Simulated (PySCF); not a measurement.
Delta-SCF ions had no search for a lower state. 

Z-matrix (Å, degrees):
```
C
H 1 1.0903
H 1 1.0929 2 108.66
C 1 1.5179 2 107.87 3 119.36
O 4 1.2095 1 121.33 2 29.85
C 4 1.5122 5 121.89 1 -178.81
H 6 1.0875 4 110.40 5 10.83
H 6 1.0922 7 110.25 4 -123.07
H 6 1.0940 7 109.25 8 -117.16
C 1 1.5355 2 109.87 3 -120.13
H 10 1.0904 1 110.52 2 60.01
H 10 1.0905 11 108.25 1 121.08
H 10 1.0917 11 107.78 12 116.77
```
Charge 0, spin multiplicity 1.

Q: Predict the HOMO–LUMO gap, vertical ionisation energy (Delta-SCF), HOMO, total energy and dipole moment from TPSSh-D3(BJ)/def2-TZVP // B3LYP-D3(BJ)/def2-TZVP run with PySCF.

A: 
The HOMO–LUMO gap comes out as 5.32 eV, the vertical ionisation energy (Delta-SCF) is 9.16 eV and the HOMO is -6.22 eV. The total energy comes out as -232.5790 Ha. The dipole moment comes out as 2.90 D.
